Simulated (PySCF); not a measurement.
Species: C3H7B3O3.
InChI=1S/C3H7B3O3/c1-3-6-8-4-7-5(2)9-6/h3-4H,1H2,2H3

Torsions of this conformer, `[CH2:1]=[CH:2][B:3]1[O:4][BH:5][O:6][B:7]([CH3:8])[O:9]1`: C1–C2–B3–O4 1°.

The closed-shell ground state was solved at several levels (PySCF, density fitting, gas phase, non-relativistic). Isolated species at its PBE0-D3(BJ)/def2-SVP geometry (one conformer only).

| level | basis functions | total energy (Eh) | HOMO (eV) | LUMO (eV) | gap (eV) | dipole (D) |
| --- | --- | --- | --- | --- | --- | --- |
| B97-2/pcSseg-1 | 188 | -418.8597 | -7.89 | -1.29 | 6.60 | 0.76 |
| CAM-B3LYP/def2-SVPD | 245 | -418.5850 | -9.49 | -0.17 | 9.32 | 0.75 |
| B3LYP/pcJ-1 | 313 | -419.0860 | -7.89 | -1.47 | 6.42 | 0.78 |

Task: Estimate the row for PBE0/pcSseg-1, a basis of 188 functions; the other rows only guide the guess.

Result: Total energy -418.5211 Eh, HOMO -8.16 eV, LUMO -1.28 eV, gap 6.88 eV, dipole 0.77 D.

Task: Over all these levels, which gives the widest orbital gap and which the narrowest?

Result: CAM-B3LYP/def2-SVPD (range-separated hybrid) has the widest, 9.32 eV, and B3LYP/pcJ-1 (global hybrid, 20 % exact exchange) the narrowest, 6.42 eV. Functional and basis both differ between the two, so the spread mixes both effects.

Task: How far do the dipole and the HOMO energy spread over the levels?

Result: The dipole runs from 0.75 to 0.78 D (mean 0.76 D) and the HOMO from -9.49 to -7.89 eV.
